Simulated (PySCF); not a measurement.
PySCF input for Zr(Cl)4 cation (Cl₄Zr), SMILES [Cl][Zr]([Cl])([Cl])[Cl] (connectivity only; charge and spin as stated), charge +1, multiplicity 2, PBE-D3(BJ)/def2-SVP. The structure is a stationary point at PBE-D3(BJ)/def2-SVP. The spin state was assumed, not searched. The isomer is the one that the SMILES or the coordinates give; other isomers of the formula were not compared. The def2 effective core potentials stand for the cores of Zr; spin–orbit coupling is left out.

```python
import numpy as np
from pyscf import gto, scf, dft, df
from pyscf.hessian import thermo

mol = gto.M(
    atom='''
    Zr   -0.00000000   -0.00000000   -0.00000000
    Cl   -1.39320218    1.39320216    1.27629509
    Cl   -1.39320217   -1.39320216   -1.27629509
    Cl    1.39320217    1.39320219   -1.27629506
    Cl    1.39320218   -1.39320219    1.27629506
    ''',
    basis='def2-SVP',
    ecp={'Zr': 'def2-svp'},
    charge=1,
    spin=1,
    max_memory=1600,
    verbose=3,
)
mf = dft.UKS(mol, xc='pbe').density_fit(auxbasis='def2-universal-jkfit')
mf.disp = 'd3bj'
mf.grids.level = 3
mf.conv_tol = 1e-11
mf.max_cycle = 100
mf.kernel()
fine, coarse = mf.grids, dft.Grids(mol).set(level=1).build(with_non0tab=True)
for _ in range(3):  # follow internal instabilities
    mf.grids = coarse
    mo, _, stable, _ = mf.stability(return_status=True, nroots=4)
    mf.grids = fine
    if stable:
        break
    mf.kernel(mf.make_rdm1(mo, mf.mo_occ))

# [left out here: the lines that compute and print the analytic Hessian (its translational invariance restored by hand, since the grid's response is missing), thermochemistry and intensities]
```

Log of the run:

```

WARN: HOMO -0.497569738375116 >= LUMO -0.497569738375116


WARN: HOMO -0.355423696405146 >= LUMO -0.355423695050632


WARN: HOMO -0.43634383361056 >= LUMO -0.435372425746604


WARN: HOMO -0.498071988412088 >= LUMO -0.49730708625603


WARN: HOMO -0.49751528535548 >= LUMO -0.497236780356449


WARN: HOMO -0.496331999023312 >= LUMO -0.496172590030671


WARN: HOMO -0.496426387749682 >= LUMO -0.495766321384792


WARN: HOMO -0.497613295652804 >= LUMO -0.496623634950321

SCF not converged.
SCF energy = -1886.47124200155 after 100 cycles  <S^2> = 0.75314785  2S+1 = 2.0031454
<class 'pyscf.df.df_jk.DFUKS'> wavefunction is stable in the internal stability analysis

WARN: DFTD3 does not support analytical Hessian, using finite difference


WARN: Mole.unit (angstrom) is changed to Bohr

Mode                                 0                   1                   2
Irrep
Freq [cm^-1]                       55.3763             55.3767             60.4187
Reduced mass [au]                  42.1278             42.1278             35.4501
Force const [Dyne/A]                0.0761              0.0761              0.0762
Char temp [K]                      79.6741             79.6748             86.9291
Normal mode                   x     y     z       x     y     z       x     y     z
       0  Zr                -0.04 -0.04  0.00   -0.04  0.04 -0.00   -0.00 -0.00 -0.00
       1  Cl                 0.06  0.06 -0.00   -0.00  0.01  0.06   -0.06 -0.06  0.00
       2  Cl                -0.01 -0.01 -0.06    0.06 -0.06 -0.00   -0.06  0.06 -0.00
       3  Cl                -0.01 -0.00  0.06    0.06 -0.06  0.00    0.06 -0.06  0.00
       4  Cl                 0.06  0.06  0.00   -0.01  0.01 -0.06    0.06  0.06 -0.00
Mode                                 3                   4                   5
Irrep
Freq [cm^-1]                       72.8517             75.3945            306.5297
Reduced mass [au]                  35.4500             41.9491             45.0750
Force const [Dyne/A]                0.1109              0.1405              2.4954
Char temp [K]                     104.8174            108.4760            441.0281
Normal mode                   x     y     z       x     y     z       x     y     z
       0  Zr                 0.00  0.00 -0.00   -0.00  0.00  0.05    0.05 -0.04 -0.00
       1  Cl                 0.03 -0.03  0.07   -0.05  0.05 -0.03   -0.06  0.06  0.05
       2  Cl                 0.03  0.03 -0.07    0.05  0.05 -0.03   -0.00 -0.00 -0.00
       3  Cl                -0.03 -0.03 -0.07   -0.05 -0.05 -0.03   -0.00 -0.00  0.00
       4  Cl                -0.03  0.03  0.07    0.05 -0.05 -0.03   -0.06  0.06 -0.05
Mode                                 6                   7                   8
Irrep
Freq [cm^-1]                      306.5311            314.8815            351.0967
Reduced mass [au]                  45.0750             45.2815             35.4500
Force const [Dyne/A]                2.4954              2.6452              2.5747
Char temp [K]                     441.0300            453.0443            505.1500
Normal mode                   x     y     z       x     y     z       x     y     z
       0  Zr                 0.04  0.05  0.00   -0.00 -0.00  0.06   -0.00  0.00 -0.00
       1  Cl                 0.00 -0.00 -0.00    0.04 -0.04 -0.04    0.05 -0.05 -0.05
       2  Cl                -0.06 -0.06 -0.05   -0.04 -0.04 -0.04    0.05  0.05  0.05
       3  Cl                -0.06 -0.06  0.05    0.04  0.04 -0.04   -0.05 -0.05  0.05
       4  Cl                 0.00 -0.00  0.00   -0.04  0.04 -0.04   -0.05  0.05 -0.05
temperature 298.1500 [K]
pressure 101325.00 [Pa]
Rotational constants [GHz] 0.99834 0.99834 0.91808
Symmetry number 4
Zero-point energy (ZPE) 0.00364 [Eh]   9560.896 [J/mol]
                           tot       elec      trans        rot        vib
Entropy [J/mol/K]       410.536      5.763    176.731    115.005    113.037
Cv [J/mol/K]             93.549      0.000     12.472     12.472     68.606
Cp [J/mol/K]            101.864      0.000     20.786     12.472     68.606
Internal energy [J/mol]                      3718.434   3718.434  24309.087
Internal energy [Eh]   -1886.45915  -1886.47124
Enthalpy [J/mol]                             6197.391   3718.434  24309.087
Enthalpy [Eh]          -1886.45821
Gibbs free energy [J/mol]                  -46494.888 -30570.300  -9392.782
Gibbs free energy [Eh] -1886.50483
mode   freq/cm-1   IR/(km/mol)
   1       55.38         0.334
   2       55.38         0.333
   3       60.42         0.000
   4       72.85         0.000
   5       75.39         2.044
   6      306.53         7.107
   7      306.53         7.111
   8      314.88         1.082
   9      351.10         0.000
max |gradient| / (hartree/bohr): 0.00011024219026813288
APT charges: [0.1403 0.2149 0.215  0.2149 0.2149]
```

Convergence was not reached.
